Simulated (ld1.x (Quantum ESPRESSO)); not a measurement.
Before and after: TM potential for vanadium

V, norm-conserving Troullier–Martins (Kleinman–Bylander form), made with ld1.x (Quantum ESPRESSO) 7.5 (PBEsol, fully relativistic). Core [Ne], reference 3s2 3p6 3d3 4s0 4p0 (charge +2). Waves: 3s (bound): rc 0.85 bohr; 3p (bound): rc 1.55 bohr; 3d (bound): rc 2.20 bohr. Local part: the d channel. Core correction: a·sin(br)/r model core, default radius (core density twice the valence density).

Open shells are filled in proportion to 2j + 1 (rel_dist='average').

Change: all radii but the core radius scaled by about 0.89 (s 0.76, p 1.38, d 1.96 bohr).

Cutoffs: the cutoffs (Ry, on a coarse ladder) from which the occupation-weighted sum of valence levels, in a spherical-Bessel basis at the reference potential, stays within 10 and 1 mRy of its value at 400 Ry; they do not see the model core or the augmentation charge, which bear on the density cutoff. Errors are all-electron minus pseudo energies relative to the spin-unpolarised reference configuration.

Q: How do hardness, ghosts and transferability respond?

A: The potential gets harder (140 Ry and 260 Ry → 160 Ry and 300 Ry); of the 7 tests that both files solve, the error grows in 1 and shrinks in 5 by more than 15 % and 0.3 meV (median size 499.2 → 469.2 meV); neither file shows a bound ghost. A smaller radius makes the pseudo-wave follow the all-electron one further in, where it bends more sharply, so more plane waves are needed.

```tsv
quantity	base	changed
cutoff, loose	140 Ry	160 Ry
cutoff, tight	260 Ry	300 Ry
loose cutoff by channel (10 mRy a level)	s 140 Ry, p 40 Ry, d 45 Ry	s 140 Ry, p 40 Ry, d 55 Ry
bound ghosts	none	none
error for 3s2 3p6 3d3 4s2 4p0, meV [ΔE -21.95 eV]	-631	-469
error for 3s2 3p6 3d3 4s1 4p0, meV [ΔE -14.20 eV]	-360	-287
error for 3s2 3p6 3d2 4s0 4p0, meV [ΔE 28.85 eV]	+98	+44
error for 3s2 3p6 3d3.5 4s1.5 4p0, meV [ΔE -21.90 eV]	-499	-351
error for 3s2 3p6 3d2 4s2 4p1, meV [ΔE -16.15 eV]	-752	-643
error for 3s2 3p6 3d1 4s0 4p0, meV [ΔE 74.68 eV]	+869	+481
error for 3s2 3p5 3d3 4s2 4p0, meV [ΔE 28.91 eV]	-475	-567
```
